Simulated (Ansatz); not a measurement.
Se6⁺. Total charge 1; doublet. Geometry PBE0-D4/def2-SVP.

```xyz
6

Se   -0.8975   -1.9400   -0.5287
Se   -1.3222    1.4344    1.0200
Se    2.0920   -0.0498    0.6857
Se    0.8960    1.9407    0.5280
Se   -2.0905    0.0525   -0.6880
Se    1.3222   -1.4378   -1.0169
```

Another isomer (doublet) lies 0.04 eV lower at PBE0-D4/def2-SVP; other spin states weren't run for this one.

Problem. Estimate the α-spin orbital energies around the gap (eV) in Ansatz with LDA (SPW92)/def2-SVP, PBE-D4/def2-SVP, r2SCAN-D4/def2-SVP, PBE0-D4/def2-SVP, BHLYP-D4/def2-SVP.

Solution. 
```json
{"orbital": "HOMO−5", "LDA (SPW92)/def2-SVP": "-13.18", "PBE-D4/def2-SVP": "-13.03", "r2SCAN-D4/def2-SVP": "-13.50", "PBE0-D4/def2-SVP": "-14.32", "BHLYP-D4/def2-SVP": "-15.18"}
{"orbital": "HOMO−4", "LDA (SPW92)/def2-SVP": "-11.33", "PBE-D4/def2-SVP": "-11.19", "r2SCAN-D4/def2-SVP": "-11.57", "PBE0-D4/def2-SVP": "-12.36", "BHLYP-D4/def2-SVP": "-13.28"}
{"orbital": "HOMO−3", "LDA (SPW92)/def2-SVP": "-11.33", "PBE-D4/def2-SVP": "-11.19", "r2SCAN-D4/def2-SVP": "-11.57", "PBE0-D4/def2-SVP": "-12.36", "BHLYP-D4/def2-SVP": "-13.28"}
{"orbital": "HOMO−2", "LDA (SPW92)/def2-SVP": "-11.24", "PBE-D4/def2-SVP": "-11.10", "r2SCAN-D4/def2-SVP": "-11.49", "PBE0-D4/def2-SVP": "-12.32", "BHLYP-D4/def2-SVP": "-13.26"}
{"orbital": "HOMO−1", "LDA (SPW92)/def2-SVP": "-11.24", "PBE-D4/def2-SVP": "-11.10", "r2SCAN-D4/def2-SVP": "-11.49", "PBE0-D4/def2-SVP": "-12.32", "BHLYP-D4/def2-SVP": "-13.26"}
{"orbital": "HOMO", "LDA (SPW92)/def2-SVP": "-10.36", "PBE-D4/def2-SVP": "-10.23", "r2SCAN-D4/def2-SVP": "-10.60", "PBE0-D4/def2-SVP": "-11.38", "BHLYP-D4/def2-SVP": "-12.29"}
{"orbital": "LUMO", "LDA (SPW92)/def2-SVP": "-8.50", "PBE-D4/def2-SVP": "-8.26", "r2SCAN-D4/def2-SVP": "-8.32", "PBE0-D4/def2-SVP": "-7.57", "BHLYP-D4/def2-SVP": "-6.60"}
{"orbital": "LUMO+1", "LDA (SPW92)/def2-SVP": "-8.50", "PBE-D4/def2-SVP": "-8.26", "r2SCAN-D4/def2-SVP": "-8.32", "PBE0-D4/def2-SVP": "-7.57", "BHLYP-D4/def2-SVP": "-6.60"}
{"orbital": "LUMO+2", "LDA (SPW92)/def2-SVP": "-7.51", "PBE-D4/def2-SVP": "-7.27", "r2SCAN-D4/def2-SVP": "-7.31", "PBE0-D4/def2-SVP": "-6.50", "BHLYP-D4/def2-SVP": "-5.49"}
{"orbital": "LUMO+3", "LDA (SPW92)/def2-SVP": "-6.99", "PBE-D4/def2-SVP": "-6.77", "r2SCAN-D4/def2-SVP": "-6.77", "PBE0-D4/def2-SVP": "-6.04", "BHLYP-D4/def2-SVP": "-5.01"}
{"orbital": "LUMO+4", "LDA (SPW92)/def2-SVP": "-6.99", "PBE-D4/def2-SVP": "-6.77", "r2SCAN-D4/def2-SVP": "-6.77", "PBE0-D4/def2-SVP": "-6.04", "BHLYP-D4/def2-SVP": "-5.01"}
{"orbital": "LUMO+5", "LDA (SPW92)/def2-SVP": "-6.69", "PBE-D4/def2-SVP": "-6.45", "r2SCAN-D4/def2-SVP": "-6.42", "PBE0-D4/def2-SVP": "-5.64", "BHLYP-D4/def2-SVP": "-4.52"}
{"orbital": "β HOMO", "LDA (SPW92)/def2-SVP": "-11.07", "PBE-D4/def2-SVP": "-10.89", "r2SCAN-D4/def2-SVP": "-11.21", "PBE0-D4/def2-SVP": "-11.82", "BHLYP-D4/def2-SVP": "-12.47"}
{"orbital": "β LUMO", "LDA (SPW92)/def2-SVP": "-10.12", "PBE-D4/def2-SVP": "-9.92", "r2SCAN-D4/def2-SVP": "-10.14", "PBE0-D4/def2-SVP": "-9.66", "BHLYP-D4/def2-SVP": "-9.15"}
```
